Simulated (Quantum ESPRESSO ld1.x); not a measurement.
Results of a calculation; reference values are marked as such.
Task: The aim is neutral fluorine in [He] 2s2 2p5. What will ld1.x (Quantum ESPRESSO 7.5) do with this input?

```
 &input
    zed=9.0,
    iswitch=1,
    rel=1,
    lsd=1,
    dft='SLA-VWN',
    config='[He] 2s2 2p5 2p5',
    verbosity='high',
    prefix='ld1',
    max_out_wfc=37,
    file_charge='ld1.rho',
 /
```

Result: Refused. The program stops in occ_spin with "wrong occupations": a shell may stand twice only as spin up and down (lsd = 1) or as its two j (rel = 2, l > 0), within their capacities.

Output (excerpt):

```
     Program LD1 v.7.5 starts

 %%%%%%%%%%%%%%%%%%%%%%%%%%%%%%%%%%%%%%%%%%%%%%%%%%%%%%%%%%%%%%%%%%%%%%%%%%%%%%
     Error in routine occ_spin (1):
     wrong occupations
 %%%%%%%%%%%%%%%%%%%%%%%%%%%%%%%%%%%%%%%%%%%%%%%%%%%%%%%%%%%%%%%%%%%%%%%%%%%%%%

     stopping ...
```

Run on one thread of a shared host, so times are rough (Intel(R) Xeon(R) Processor @ 2.60GHz): 0.49 s of CPU time, 0.52 s wall, peak memory 26 MiB.
